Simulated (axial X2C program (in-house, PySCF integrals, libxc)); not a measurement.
Nuclear properties of SAsS⁺

Computed with an in-house all-electron X2C program for linear molecules (integrals from PySCF): two-component X2C with atomic mean-field Coulomb and Gaunt terms, Gaussian nuclei, basis S dyall-av3z, As dyall-v3z with contracted cores.

S–As–S held linear, with bonds 1.952 and 1.952 Å (near the PBE0 minimum at charge 1 of the determinant lowest at the starting distance; the state shown can have its own minimum elsewhere, held linear; other orders of the atoms were not compared).

Input and command:
```json
{"zs": [16, 33, 16], "q": 1, "bas": ["dyall-av3z", "dyall-v3z", "dyall-av3z"], "r0": [2.08, 2.08], "symm": 1, "scan": ["PBE0", "HF", "BHandHLYP"], "levels": ["PBE0", "HF", "r2SCAN"], "nst": 2}
```
```bash
python solin.py task.json out
```

Keys: zs atomic numbers; q charge; bas basis sets; r0 starting distance in Å; symm equal bonds; scan levels of the two-bond scan; levels methods; nst determinants followed.

Determinant lowest in the PBE0 search, Ω = 0 (closed shell), highest spinor 86% S p, 14% As d:

```json
{"level": "PBE0", "qzz S (a.u.)": "2.37", "qzz As (a.u.)": "-3.11"}
{"level": "HF", "qzz S (a.u.)": "2.47", "qzz As (a.u.)": "-5.33"}
{"level": "r2SCAN", "qzz S (a.u.)": "2.31", "qzz As (a.u.)": "-2.47"}
```

qzz is the electric field gradient, eQq0 = 234.96 MHz × Q/barn × qzz. The operators were transformed with the bare-nucleus X2C matrices; with these basis sets, hyperfine constants and field gradients can be off by tens of per cent, and where levels differ in sign neither size nor sign is settled.

**Question.** With Q(33S) = -0.0694 barn (Q from Pyykkö, Mol. Phys. 2018), turn the PBE0 values of the first state into constants in MHz.

**Answer.** eQq0(33S) = 234.96 × (-0.0694) × (2.37) = -38.6 MHz.

The molecule was held linear; bending was not examined, so a bent shape may lie lower.

Each state is one determinant with collinear spin. The search compared states at one distance, so a state with another bond length can lie lower. Where a field gradient or hyperfine factor spreads by more than a factor of two over the levels, a constant derived from it is not to be relied on.
